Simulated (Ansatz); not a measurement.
System: CdI2, charge 0, multiplicity 1. 
Structure (B3LYP-D3(BJ)/def2-TZVP (Ansatz, a first-principles code) minimum search):
```xyz
3

Cd     0.0000     0.0000     0.0000
I      0.0000     0.0000    -2.6122
I      0.0000     0.0000     2.6122
```
Charge 0, spin multiplicity 1.

Quantity: atomisation energy (electronic, to ground-state atoms), in eV. Valence correlation only, unless marked. Open shells are spin-unrestricted. No spin-orbit coupling. The frozen core is the preceding noble-gas configuration, with the filled d and f shells of earlier blocks. In def2 rows, elements after Kr have scalar-relativistic effective core potentials. The coupled-cluster limit lacks core correlation, which all-electron functionals hold. Basis-set limits of correlation are two-point, X^-3; Hartree-Fock from the larger set. The bracket is a focal-point correction in the basis named.

```
level             program  atomisation energy (eV)
----------------  -------  -----------------------
HF/def2-QZVPP      Ansatz                     3.33
SVWN5/def2-TZVPD   Ansatz                     5.14
```

What does RI-MP2/CBS(def2-TZVPPD,def2-QZVPPD)+[CCSD(T)-MP2]/def2-TZVPPD (Ansatz) give?

4.38 eV
